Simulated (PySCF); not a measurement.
Compound: Cu2 (singlet state).
Atom-mapped SMILES: `[Cu:1][Cu:2]`

Geometry (PBE/cc-pVDZ, Å), atoms numbered from 1 in this order:
```xyz
2
Cu2 angstrom
Cu     1.126   -0.002   -0.005
Cu    -1.133    0.002   -0.010
```

Level of theory: PySCF 2.14.0, PBE/cc-pVDZ geometry optimisation, gas phase.

Take the most abundant isotopes and a rigid rotor. 

(1) What are the moment of inertia and the rotational constant?

(2) List the first levels of a rigid rotor in a Σ state.

(3) Has it a pure rotational spectrum?

(4) Estimate the classical rotational partition function at 10 K, 100 K and 298.15 K.

Results:

(1) I = 160.627 u·Å², B = 505379 MHz·u·Å²/I = 3146 MHz (0.1049 cm⁻¹, or 0.151 K as hB/k). For two atoms I = μr² with μ = 31.4648 u and r = 2.2594 Å.

(2) E(J) = BJ(J+1): J = 1: 0.210, J = 2: 0.630, J = 3: 1.259, J = 4: 2.099, J = 5: 3.148, J = 6: 4.408 cm⁻¹.

(3) Not by electric dipole: D∞h allows no dipole (computed 0.00 D). Rotational Raman lines (ΔJ = 2) lie at B(4J + 6), spaced by 4B = 0.420 cm⁻¹, with nuclear-spin weights that differ between even and odd J.

(4) Point group D∞h, symmetry number σ = 2; q = kT/(σhB), k/h = 20836.6 MHz/K: 33.1 at 10 K, 331 at 100 K, 987 at 298.15 K.

No frequency check. Geometry: PBE/cc-pVDZ; no solvent, vibrations or thermal averaging. Zero-point vibration and centrifugal distortion are left out.
